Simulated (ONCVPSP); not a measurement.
**What one change does to a pseudopotential (aluminium (Al), ONCV)**

- Element: Al (Z = 13)
- Generator: ONCVPSP 4.0.1
- Type: optimised norm-conserving Vanderbilt (ONCV)
- Functional: PBEsol
- Relativity: scalar-relativistic
- Frozen core: [Ne]
- Valence charge: 3
- Reference configuration: 3s2 3p1
- Partial waves: 3s: rc 1.95 bohr, ncon 3, nbas 7, qcut 3.3 1/bohr, 1 projector; 3p: rc 1.85 bohr, ncon 4, nbas 8, qcut 4.9 1/bohr, 1 projector; d scattering state at 0.05 Ha: rc 2.00 bohr, ncon 5, nbas 9, qcut 5.3 1/bohr, 1 projector
- Local potential: polynomial inside 1.45 bohr (lpopt 3, dvloc0 3 Ha)
- Core correction: Teter function, fcfact 5.5, rcfact 1.45

All-electron outer shells of the reference configuration (PBEsol, scalar-relativistic, ld1.x):

| shell | level (eV) | outermost node (bohr) | outermost maximum (bohr) |
| --- | --- | --- | --- |
| 2s | -107.85 | 0.16 | 0.50 |
| 2p | -69.54 | – | 0.43 |
| 3s | -7.71 | 0.80 | 2.09 |
| 3p | -2.69 | 0.82 | 2.64 |

Change: functional PBE.

Cutoffs: the cutoffs (Ha) at which the residual kinetic energy of the hardest occupied pseudo-wave falls to 1 and 0.1 mHa per electron; they do not see the model core or the augmentation charge, which bear on the density cutoff. Errors are all-electron minus pseudo energies relative to the spin-unpolarised reference configuration.

Predict the effect on cutoff, ghosts and configuration errors.

The potential gets neither clearly harder nor softer (5.1 Ha and 19 Ha → 5.1 Ha and 19 Ha); of the 4 tests that both files solve, the error grows in 0 and shrinks in 3 by more than 15 % and 0.3 meV (median size 6.8 → 2.2 meV); neither file shows a bound ghost.

| quantity | base | changed |
| --- | --- | --- |
| cutoff, loose | 5.1 Ha | 5.1 Ha |
| cutoff, tight | 19 Ha | 19 Ha |
| loose cutoff by channel | s 5.1 Ha, p 2.1 Ha | s 5.1 Ha, p 2.0 Ha |
| bound ghosts | none | none |
| GHOST(+) flags under 300 eV | none | none |
| error for 3s2 3p0, meV [ΔE 5.74 → 5.76 eV] | +4.4 | +2.8 |
| error for 3s1 3p0, meV [ΔE 24.91 → 24.99 eV] | -24 | -7.3 |
| error for 3s2 3p0.5, meV [ΔE 2.07 → 2.09 eV] | +0.9 | +0.7 |
| error for 3s1 3p1, meV [ΔE 11.53 → 11.57 eV] | -9.2 | -1.6 |
| s: phases at 1.99 bohr within 0.05 rad from the reference energy up to (Ha; the scan ends near 5) | 1.1 | 1.2 |
| p: phases at 1.88 bohr within 0.05 rad from the reference energy up to (Ha; the scan ends near 5) | 1.7 | 1.8 |
| d: phases at 2.03 bohr within 0.05 rad from the reference energy up to (Ha; the scan ends near 5) | 2.7 | 2.7 |
| rms error of d²Exc/dni dnj with the model core, mHa | 1.83 | 0.94 |
